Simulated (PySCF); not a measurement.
Isomers of H10OSi4. Isolated molecules, 0 K electronic values unless said otherwise. One relaxed conformer stands for each flexible species; it need not be the lowest. Strings in code marks are SMILES.

Calculation: B3LYP-D3(BJ)/def2-TZVP run with PySCF. B3LYP has the VWN-RPA correlation part, as in Gaussian. Excitations are Tamm–Dancoff values on a coarser integration grid. The basis has no diffuse functions, so Rydberg states are missing or too high.

| species | S1 excitation (TDA) (eV) | T1 excitation (TDA) (eV) |
|---|---|---|
| `[SiH3]O[SiH2][SiH2][SiH3]` (Si–O–Si–Si torsion -27°, O–Si–Si–Si torsion -179°) | 5.81 | 5.12 |
| `O[SiH2][SiH2][SiH2][SiH3]` | 5.68 | 4.99 |
| `[SiH]([SiH2]O)([SiH3])[SiH3]` (H–O–Si–Si torsion 180°, O–Si–Si–Si torsion 59°) | 5.92 | [?] |

Q: Complete the blanks.

A: 
- `[SiH]([SiH2]O)([SiH3])[SiH3]` (H–O–Si–Si torsion 180°, O–Si–Si–Si torsion 59°), T1 excitation (TDA) (eV): 5.30
